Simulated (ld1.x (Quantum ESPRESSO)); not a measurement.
Before and after: TM semilocal potential for Mn

ld1.x (Quantum ESPRESSO) 7.5 input, shortened:

```
&input
   title='Mn', zed=25., rel=1, dft='PBE', iswitch=3,
   config='[Ar] 3d5 4s1 4p1'
 /
 &inputp
   pseudotype=1, tm=.true., lloc=2,
   nlcc=.false.
 /
3
3S  1  0   2.00   0.00  0.95  0.95  0.0
3P  2  1   6.00   0.00  1.25  1.25  0.0
3D  3  2   5.00   0.00  1.65  1.65  0.0
 &test
   configts(1)='3s2 3p6 3d5 4s1 4p1'
 /
```

Occupied shells without a wave of their own: 4p, 4s. They enter only through the test configuration that unscreens the potential.

Change: wave 3s (bound): rc 0.95 bohr becomes 3s (bound): rc 0.82 bohr.

Cutoffs: the cutoffs (Ry, on a coarse ladder) from which the occupation-weighted sum of valence levels, in a spherical-Bessel basis at the reference potential, stays within 10 and 1 mRy of its value at 400 Ry; they do not see the model core or the augmentation charge, which bear on the density cutoff. Errors are all-electron minus pseudo energies relative to the spin-unpolarised reference configuration.

Problem. How do hardness, ghosts and transferability respond?

Solution. Of the 7 tests that both files solve, the error grows in 1 and shrinks in 5 by more than 15 % and 0.3 meV (median size 134.6 → 123.3 meV); the range in which the s phases agree widens (upper end 0.4 → at the end of the scan); neither file shows a bound ghost. A semilocal file is local in each channel, so a ghost entry of none says nothing of the separable form that plane-wave codes build from it.

```tsv
quantity	base	changed
cutoff, loose	160 Ry	180 Ry
cutoff, tight	260 Ry	over 300 Ry
loose cutoff by channel (10 mRy a level)	s 140 Ry, p 50 Ry, d 80 Ry	s 160 Ry, p 50 Ry, d 80 Ry
bound ghosts	none	none
largest miss of a reference level, eV	0.10	0.05
error for 3s2 3p6 3d5 4s2 4p0, meV [ΔE -3.86 eV]	+75	+27
error for 3s2 3p6 3d5 4s1 4p0, meV [ΔE 4.56 eV]	-33	-33
error for 3s2 3p6 3d5 4s0 4p0, meV [ΔE 20.16 eV]	-204	-123
error for 3s2 3p6 3d4 4s0 4p0, meV [ΔE 52.68 eV]	-358	-233
error for 3s2 3p6 3d4 4s2 4p0, meV [ΔE 9.33 eV]	+135	+50
error for 3s2 3p6 3d3 4s0 4p0, meV [ΔE 103.44 eV]	-353	-178
error for 3s1 3p6 3d5 4s2 4p0, meV [ΔE 89.65 eV]	-83	-173
s: phases at 1.80 bohr within 0.05 rad from the reference energy up to (Ry; the scan ends near 5)	0.4	to the end of the scan
p: phases at 1.80 bohr within 0.05 rad from the reference energy up to (Ry; the scan ends near 5)	1.8	1.8
d: phases at 1.80 bohr within 0.05 rad from the reference energy up to (Ry; the scan ends near 5)	1.7	1.7
```

Base: The 4p, 4s levels have no wave, so the channel is fitted at the deeper level alone: the likely source of the large errors. Changed file: The 4p, 4s levels have no wave, so the channel is fitted at the deeper level alone: the likely source of the large errors.
